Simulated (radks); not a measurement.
Effect of the nuclear size on neutral terbium, [Xe] 4f9 6s2. Calculated with a radial shooting solver on a logarithmic mesh with Libxc functionals: Dirac Kohn-Sham, BLYP, spin-unpolarised, spherical densities, finite nucleus; open shells are shared between the two j in proportion to 2j + 1; Fermi nuclear charge, rms radius 5.06 fm. The rms radius is varied about that value; shifts are against it.

rms radius (fm),total energy shift (eV),density at nucleus (e/bohr^3),1s1/2 shift (meV),2s1/2 shift (meV),5s1/2 shift (meV),5p1/2 shift (meV),6s1/2 shift (meV),4f7/2 shift (meV),6p1/2 (empty) shift (meV)
4.3769,-5.68,7.137e+05,-2340,-304,-2.27,0.267,-0.094,0.436,0.076
4.7868,-2.34,6.971e+05,-964,-125,-0.936,0.110,-0.039,0.180,0.032
5.06,0,6.87e+05,0.000,0.000,0.000,0.000,0.000,0.000,0.000
5.4395,3.41,6.74e+05,1400,182,1.36,-0.161,0.057,-0.262,-0.046
5.8443,7.25,6.614e+05,2980,388,2.90,-0.341,0.121,-0.557,-0.097

Slopes of the eigenvalues against <r^2> in GHz/fm^2, as finite differences over the two radii next to the reference (eigenvalue slopes, not the field-shift constants of lines): 1s1/2 85800, 2s1/2 11100, 5s1/2 83.3, 5p1/2 -9.81, 6s1/2 3.46, 4f7/2 -16.0, 6p1/2 (empty) -2.80.
